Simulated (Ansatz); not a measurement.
C2H10BNSi can be A, `CBNC[SiH3]`, or B, `BN(C)[SiH2]C`.

Computed with Ansatz on PBE0-D4/def2-TZVP structures; ΔE is electronic, products minus reactants. CBS: MP2 limit from def2 TZ/QZ plus the TZ coupled-cluster correction, frozen cores. Functionals use def2-TZVPP. B3LYP here is the variant with VWN-RPA as its local correlation; programs differ in this. Each species was taken in one conformer, which may not be the lowest.

A:

Z-matrix (Å, degrees):
```
C
B 1 1.568
H 1 1.095 2 110.5
H 1 1.096 2 110.4 3 -116.4
H 1 1.094 2 114.3 3 121.9
N 2 1.391 1 121.7 3 -122.0
H 2 1.203 1 121.4 3 57.9
C 6 1.451 2 127.1 1 -178.3
H 6 1.010 2 119.0 1 -0.9
Si 8 1.890 6 112.0 2 114.0
H 8 1.093 6 108.3 2 -6.1
H 8 1.097 6 111.1 2 -122.7
H 10 1.486 8 110.0 6 -63.7
H 10 1.489 8 109.1 6 55.3
H 10 1.489 8 110.7 6 175.0
```

B:

```xyz
15

B    -1.841   -0.678   -0.745
N    -0.498   -0.581   -0.382
C     0.569   -1.007   -1.279
Si    0.006    0.066    1.172
C     0.936    1.670    0.971
H    -2.129   -1.125   -1.822
H    -2.684   -0.312    0.023
H     1.210   -0.167   -1.565
H     0.140   -1.432   -2.187
H     1.202   -1.765   -0.806
H    -1.206    0.253    2.004
H     0.906   -0.939    1.807
H     1.248    2.049    1.948
H     0.307    2.427    0.497
H     1.835    1.541    0.364
```

Problem. Which is lower in electronic energy at CCSD(T)/CBS, and by how much? (An estimate is asked.)

Solution. The calculation gave: B, by 13.1 kcal/mol.

Problem. Give E(B) − E(A) in kcal/mol with CCSD/def2-TZVPP, PBE-D4, HF/def2-TZVPP, PBE0-D4, B3LYP-D4, ωB97M-V, B3LYP. (An estimate is asked.)

Solution. Ansatz gave: CCSD/def2-TZVPP -12.9, PBE-D4 -9.9, HF/def2-TZVPP -13.3, PBE0-D4 -10.8, B3LYP-D4 -12.2, ωB97M-V -12.4, B3LYP -10.9. None reverses the order clearly.

Largest T1 diagnostic: 0.012.

The D4 term adds −1.3 kcal/mol with B3LYP and −0.7 kcal/mol with PBE0; it sums over pairs of atoms, weighted by their polarisabilities, and B3LYP, whose exchange is more repulsive, gets the larger term. From PBE to PBE0 (25 % exact exchange), in def2-TZVPP and without D4, E(B) − E(A) moves by −1.0 kcal/mol.
